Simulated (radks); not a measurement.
The numbers below are computed, except where a source is named.
Ionisation of Cl+, [Ne] 3s2 3p4, to Cl2+, [Ne] 3s2 3p3, under several functionals. Scalar-relativistic Kohn-Sham, spin-polarised, spherical densities, finite nucleus; open shells are filled with parallel spins first; a radial shooting solver on a logarithmic mesh with Libxc functionals.

functional                                      E(Cl+) (hartree)  Exc (hartree)  IE (eV)  -e(HOMO) (eV)  <r> HOMO (bohr)  IE error (eV)
exchange-only LDA                                     -458.37097      -25.09209   22.021         16.709            1.746         -1.793
LDA (Slater exchange, Perdew-Wang correlation)        -459.63743      -26.38823   23.951         18.421            1.727         +0.137
PW91                                                  -461.13622      -27.93442   23.716         18.259            1.726         -0.098
exchange-only r2SCAN                                  -460.50765      -27.29652   21.955         16.904            1.745         -1.859
SOGGA                                                 -460.15674      -26.92721   23.476         18.051            1.726         -0.337
revPBE                                                -461.07023      -27.86731   23.560         18.136            1.728         -0.254

NIST Atomic Spectra Database: 23.814 eV (measured). Closest: PW91. The Delta-SCF values span 2.00 eV, the total energies 2.77 hartree. The highest occupied level is 3p. Open shells are spherical and high-spin; term and fine-structure splittings are not resolved.
